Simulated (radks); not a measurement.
Results of a calculation; reference values are marked as such.
Task: These are the eigenvalues of the occupied orbitals of an atom or ion with whole-number occupations (hartree). Level of theory: Dirac Kohn-Sham, OLYP, spin-unpolarised, spherical densities, finite nucleus; Fermi nuclear charge, rms radius of each element as measured or else 0.836 A^(1/3) + 0.57 fm (a radial shooting solver on a logarithmic mesh with Libxc functionals).

| orbital | eigenvalue |
|---|---|
| 1s1/2 | -67.65390 |
| 2s1/2 | -7.09847 |
| 2p1/2 | -5.49629 |
| 2p3/2 | -5.47210 |

Which element is it, and in what charge state? The configuration may be excited. Open shells, if any, are shared by 2j + 1.

Result: Z = 14, silicon, charge +4: Si4+ in [Ne]. The list shows which subshells hold electrons but not how many an open one holds; the 1s level, -67.654 hartree, gives Z - s = 11.6 by -(Z - s)^2/2, which with screening and relativity narrows Z to a few neighbours, and the depths of the outer levels then fix element, charge and occupations together.
